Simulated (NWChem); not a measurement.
Molecule: BeSiH4S; SMILES [SiH3][Be][SH]

```xyz
7

Be    -0.0399     0.1597     0.0043
S     -0.0570     2.0746    -0.0002
H      1.2966     2.1330    -0.0005
Si    -0.0154    -2.0168     0.0002
H     -0.9833    -2.5858    -0.9936
H     -0.3673    -2.5950     1.3377
H      1.3404    -2.5489    -0.3611
```
Atoms are numbered in this order, from 1.

Geometry: optimised at PBE0/def2-SVP.

Problem. List the 4 lowest vertical singlet excitations and the 4 lowest triplet ones from PBE0/6-31G* (spherical d), full TDDFT (NWChem).

Solution. 
```tsv
state	energy (eV)	oscillator strength	leading excitation (squared amplitude)
S1	5.00	0.000	HOMO → LUMO (0.99)
S2	5.40	0.036	HOMO−1 → LUMO (0.95)
S3	5.87	0.028	HOMO−1 → LUMO+1 (0.95)
S4	5.98	0.121	HOMO → LUMO+1 (0.92)
T1	4.22	spin-forbidden	HOMO−1 → LUMO (0.96)
T2	4.64	spin-forbidden	HOMO−1 → LUMO+1 (0.97)
T3	4.81	spin-forbidden	HOMO → LUMO (0.97)
T4	4.93	spin-forbidden	HOMO → LUMO+1 (0.97)
```
